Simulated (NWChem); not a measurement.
System: BeH2O; SMILES [BeH][OH]

Here is an NWChem input.

```
start job
memory heap 200 mb stack 900 mb global 1100 mb
geometry units angstroms noautosym nocenter noautoz
  Be     0.004533    -0.854112     0.000104
  H      0.012000    -2.187218     0.000281
  O     -0.003500     0.539059    -0.000304
  H     -0.001594     1.486292     0.002728
end
basis spherical
  * library def2-svp
end
dft
  xc xpbe96 cpbe96
  iterations 150
  vectors input atomic output neutral.movecs
end
task dft energy
charge 1
dft
  odft
  mult 2
  vectors input atomic output cation.movecs
end
task dft energy
```

Geometry: optimised at PBE0/def2-SVP.

Ions are spin-unrestricted doublets at the neutral geometry; other ion states weren't tried.

### Question
Predict the main results of this run. (PBE/def2-SVP, vertical spin-unrestricted ions.) Quantities: vertical ionisation energy, ΔSCF (eV); −ε(HOMO) (eV).

### Answer
The vertical ionisation energy, ΔSCF (eV) comes out as 11.61. The −ε(HOMO) (eV) comes out as 7.47.
